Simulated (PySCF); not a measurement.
The group X on SiH2Cl-X is varied. Isolated molecules, 0 K electronic values unless said otherwise. One relaxed conformer stands for each flexible species; it need not be the lowest. Strings in code marks are SMILES.

Method: PBE0-D4/def2-TZVP run with PySCF. All candidates: neutral, multiplicity 1. Delta-SCF ions had no search for a lower state. Excitations are Tamm–Dancoff values on a coarser integration grid. The basis has no diffuse functions, so Rydberg states are missing or too high.

```
Item                                      Value
--------------------------------------  -------
vertical ionisation energy (Delta-SCF)  8.81 eV
HOMO–LUMO gap                           7.56 eV
T1 excitation (TDA)                     5.89 eV
```

Problem. Which member has these values?
A) `O=C(O)[SiH2]Cl` (Si–C–O–H torsion -180°, O–C–Si–Cl torsion 179°)
B) `CN(C)[SiH2]Cl` (C–N–Si–Cl torsion 79°)
C) `N#CC[SiH2]Cl`
D) `C=C[SiH2]Cl` (C–C–Si–Cl torsion 119°)

Solution. B, `CN(C)[SiH2]Cl` (C–N–Si–Cl torsion 79°). The others give `O=C(O)[SiH2]Cl` (Si–C–O–H torsion -180°, O–C–Si–Cl torsion 179°): 10.29 eV, 7.12 eV, 4.36 eV; `C=C[SiH2]Cl` (C–C–Si–Cl torsion 119°): 10.43 eV, 7.45 eV, 4.22 eV; `N#CC[SiH2]Cl`: 11.04 eV, 8.71 eV, 6.15 eV
